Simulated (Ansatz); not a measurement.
GeH2 (SMILES [GeH2]) moved off its minimum; all values from Ansatz (a program for electronic structure), cores frozen in correlated methods.
(charge 0, multiplicity 1)
```xyz
3

Ge     0.0263    -0.0124     0.0671
H     -0.1237    -1.1209    -1.0697
H     -0.0883     1.1513    -1.0649
```

Question: Give the forces (eV/Å), the total energy and the dipole at CCSD(T)/aug-cc-pVTZ.

Answer: 
| atom | Fx | Fy | Fz |
|---|---|---|---|
| Ge1 | -0.032 | 0.298 | -0.315 |
| H2 | 0.000 | -0.097 | 0.013 |
| H3 | 0.032 | -0.201 | 0.302 |
Energy -2076.6494 hartree, dipole 0.22 D.

Doubts at one or more of the structures used: a restricted determinant that unrestricted orbitals would lower (CCSD(T)/aug-cc-pVTZ).
